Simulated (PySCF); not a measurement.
Te(Me)(SH) (CH4STe), SMILES C[Te]S.

Geometry: B3LYP-D3(BJ)/def2-SVP. The def2 effective core potentials stand for the cores of Te; spin–orbit coupling is left out. One conformer was computed; it need not be the lowest.

All values below come from TDA-CAM-B3LYP/def2-SVPD (PySCF).

Vertical excitations. The molecule is in vacuum.

Computed UV-visible absorptions:
```
state  energy (eV)  λ (nm)      f                                              main pairs
-----  -----------  ------  -----  ------------------------------------------------------
S1            3.08     402  0.001                                          HOMO→LUMO 96 %
S2            4.17     297  0.008                                        HOMO−1→LUMO 94 %
S3            4.61     269  0.001                                        HOMO→LUMO+1 86 %
S4            5.50     225  0.059                                        HOMO→LUMO+2 91 %
S5            6.03     206  0.011                                      HOMO−1→LUMO+2 75 %
S6            6.11     203  0.048  HOMO−2→LUMO 38 %, HOMO→LUMO+3 31 %, HOMO−1→LUMO+1 13 %
S7            6.17     201  0.071  HOMO→LUMO+3 53 %, HOMO−1→LUMO+1 18 %, HOMO−2→LUMO 16 %
S8            6.33     196  0.073  HOMO−1→LUMO+1 47 %, HOMO−3→LUMO 27 %, HOMO−2→LUMO 11 %
S9            6.54     190  0.065                                        HOMO→LUMO+4 89 %
S10           6.71     185  0.010                                        HOMO→LUMO+5 82 %
T1            2.43     510      0                                          HOMO→LUMO 96 %
T2            3.57     347      0                                        HOMO−1→LUMO 94 %
T3            3.95     314      0                                        HOMO→LUMO+1 83 %
T4            4.76     261      0                                        HOMO−2→LUMO 89 %
```
Triplets are in the Tamm–Dancoff approximation.
